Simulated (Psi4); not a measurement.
H4BOP (SMILES OBP), singlet, at a GFN2-xTB geometry. Base run: CCSD(T)/cc-pVDZ in Psi4 1.11.

The Psi4 input:
```
memory 2 GB

molecule {
0 1
B    -0.04575595   -0.73162329    0.48393788
H    -0.79181253   -1.31972713    1.17090045
O     1.15421676   -1.26812852    0.33265346
H     1.80827142   -0.81042722   -0.20034462
P    -0.55142128    0.96935099   -0.25663122
H    -1.79828790    0.58926577   -0.70753133
H     0.04819388    0.80376846   -1.49447330
}

set {
  basis cc-pvdz
  freeze_core true
}

energy('ccsd(t)')
print_variables()
```

Each row names what was changed in the base input (with any setting that the change needs).

```json
[
 {"change": "base", "ΔE vs base (mEh)": "0.000", "MP2 correlation (Eh)": "-0.39652", "basis functions": "66", "core-seconds (rough)": "10"},
 {"change": "method = qcisd(t)", "ΔE vs base (mEh)": "-0.404", "MP2 correlation (Eh)": "-0.39652", "basis functions": "66", "core-seconds (rough)": "10"},
 {"change": "method = mp3", "ΔE vs base (mEh)": "19.358", "MP2 correlation (Eh)": "-0.39638", "basis functions": "66", "core-seconds (rough)": "4"},
 {"change": "method = ccsd", "ΔE vs base (mEh)": "11.512", "MP2 correlation (Eh)": "-0.39652", "basis functions": "66", "core-seconds (rough)": "10"},
 {"change": "method = mp4", "ΔE vs base (mEh)": "1.080", "MP2 correlation (Eh)": "-0.39652", "basis functions": "66", "core-seconds (rough)": "10"},
 {"change": "method = dlpno-mp2", "ΔE vs base (mEh)": "49.711", "MP2 correlation (Eh)": "-0.39634", "basis functions": "66", "core-seconds (rough)": "4"},
 {"change": "method = fno-ccsd(t)", "ΔE vs base (mEh)": "0.000", "MP2 correlation (Eh)": "-0.39652", "basis functions": "66", "core-seconds (rough)": "20"},
 {"change": "method = mp2", "ΔE vs base (mEh)": "49.663", "MP2 correlation (Eh)": "-0.39638", "basis functions": "66", "core-seconds (rough)": "4"}
]
```
